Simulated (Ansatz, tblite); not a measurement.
Cost and result up the ladder for Be5 (the lowest singlet isomer of a short search) (5 atoms). The state is a singlet with charge 0. Geometry: PBE/def2-TZVP.

```xyz
5

Be    0.649   -0.251   -0.928
Be   -0.267   -0.832    0.765
Be    1.419    0.365    0.893
Be   -1.419   -0.366   -0.893
Be   -0.382    1.084    0.164
```

Ansatz on 4 threads of Arm Neoverse V2 on a shared host; xTB runs through tblite on one thread. Times are rough, summed over both states, and most runs start from the orbitals of an earlier one. ωB97M-V/def2-TZVP serves as the yardstick here, not as an exact answer. The other state is a triplet at its own geometry, which has other bonds, so the gap mixes isomer and spin.

The xTB rows come from tblite. B3LYP takes the VWN-RPA correlation. HSE06 is defined as in plane-wave codes, on full-range PBE exchange. Correlated methods freeze no core orbitals. In CCSD on the charge 0 triplet the largest single amplitude is 0.17, so its Hartree–Fock determinant may place the open shell otherwise than the density functionals do. At PBE0/def2-TZVP a broken-symmetry singlet of charge 0 lies 0.08 eV below the triplet, each at its own geometry. The structure comes from a short search, and lower isomers may exist.

Run but left out: HF/STO-3G (singlet: restricted singlet, unstable in another Hartree–Fock run and untested here); HF/def2-TZVP, HF/def2-TZVPP, r2SCAN/def2-TZVP, PBE0/def2-TZVP (singlet: restricted singlet, unstable towards broken spin symmetry); MP2/def2-TZVP, MP2/def2-TZVPP (triplet: ⟨S²⟩ 2.55, where a pure state has 2.00).

Correlated methods converge slowly with the basis.

xTB has no spin-polarisation term.

```csv
level,functions,wall time,triplet − singlet (eV),difference from ωB97M-V/def2-TZVP (eV),remarks
GFN1-xTB,20,0.004 s,0.10,-0.39,–
GFN2-xTB,20,0.007 s,0.17,-0.31,–
LDA (SPW92)/def2-TZVP,95,1 s,0.38,-0.10,–
PBE/def2-TZVP,95,1.9 s,0.23,-0.25,–
BLYP/def2-TZVP,95,2.1 s,0.36,-0.12,–
HSE06/def2-TZVP (with forces),95,2.2 s,0.07,-0.41,–
RPA@PBE/def2-TZVP,95,2.4 s,0.56,0.07,–
B3LYP/def2-TZVP,95,2.5 s,0.23,-0.25,–
ωB97M-V/def2-TZVP,95,11 s,0.49,0.00,–
CCSD(T)/def2-TZVPP,95,16 s,0.55,0.06,"large T1 (0.022) (singlet), large T1 (0.062) (triplet), restricted SCF unstable (singlet), spin-contaminated (⟨S²⟩ 2.55) (triplet)"
```
